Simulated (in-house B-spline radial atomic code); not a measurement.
Configurations of the bromine ion Br⁷⁺, with energies counted from [Ar] 3d10. Computed with a radial B-spline atomic code at the basis-set limit: Dirac-Hartree-Fock, average of configuration, Fermi nucleus of rms radius 4.1629 fm. Energies include first-order Breit, QED and recoil terms.

Occupations are held fixed; configurations that lie above the ionisation limit could autoionise.

```json
{"configuration": "[Ar] 3d9 4p1", "E - E(ref) (eV)": "86.763", "highest orbital": "4p3/2", "its <r> (bohr)": "1.501"}
{"configuration": "[Ar] 3d9 5p1", "E - E(ref) (eV)": "134.5", "highest orbital": "5p3/2", "its <r> (bohr)": "2.808"}
{"configuration": "[Ar] 3d9 4f1", "E - E(ref) (eV)": "135.41", "highest orbital": "4f5/2", "its <r> (bohr)": "2.139"}
{"configuration": "[Ar] 3d9 6p1", "E - E(ref) (eV)": "155.34", "highest orbital": "6p3/2", "its <r> (bohr)": "4.483"}
{"configuration": "[Ar] 3d9 5g1", "E - E(ref) (eV)": "156.25", "highest orbital": "5g9/2", "its <r> (bohr)": "3.432"}
{"configuration": "[Ar] 3d9 7s1", "E - E(ref) (eV)": "164.43", "highest orbital": "7s1/2", "its <r> (bohr)": "6.139"}
{"configuration": "[Ar] 3d9 7p1", "E - E(ref) (eV)": "166.43", "highest orbital": "7p3/2", "its <r> (bohr)": "6.53"}
{"configuration": "[Ar] 3d9 6g1", "E - E(ref) (eV)": "166.89", "highest orbital": "6g9/2", "its <r> (bohr)": "5.49"}
{"configuration": "[Ne] 3s2 3p5 3d10 5s1", "E - E(ref) (eV)": "246.81", "highest orbital": "5s1/2", "its <r> (bohr)": "2.595"}
{"configuration": "[Ne] 3s2 3p5 3d10 5d1", "E - E(ref) (eV)": "264.79", "highest orbital": "5d5/2", "its <r> (bohr)": "3.237"}
{"configuration": "[Ne] 3s2 3p5 3d10 5f1", "E - E(ref) (eV)": "274.66", "highest orbital": "5f5/2", "its <r> (bohr)": "3.771"}
{"configuration": "[Ne] 3s2 3p5 3d10 6d1", "E - E(ref) (eV)": "280.32", "highest orbital": "6d5/2", "its <r> (bohr)": "5.075"}
```

(1) Order these further configurations by energy, lowest first.
A. [Ne] 3s2 3p5 3d10 6g1
B. [Ne] 3s2 3p5 3d10 6f1
C. [Ne] 3s2 3p5 3d10 4d1
D. [Ne] 3s2 3p5 3d10 6s1
E. [Ar] 3d9 6s1

(2) How far above the reference does [Ne] 3s2 3p5 3d10 5g1 lie?

(3) How far above the reference does [Ne] 3s2 3p5 3d10 4f1 lie?

(4) How far above the reference does [Ar] 3d9 7g1 lie?

(5) One of these lies 127.5 eV from the reference. Which?
A. [Ar] 3d9 5s1
B. [Ne] 3s2 3p5 3d10 7f1
C. [Ne] 3s2 3p5 3d10 4s1
D. [Ar] 3d9 4s1

Answers

(1) E (151.83 eV), C (232.49 eV), D (271.17 eV), B (285.63 eV), A (286.23 eV).

(2) 275.59 eV; its least bound orbital is 5g9/2 with <r> = 3.431 bohr.

(3) 254.7 eV; its least bound orbital is 4f5/2 with <r> = 2.135 bohr.

(4) 173.32 eV; its least bound orbital is 7g9/2 with <r> = 7.924 bohr.

(5) A.
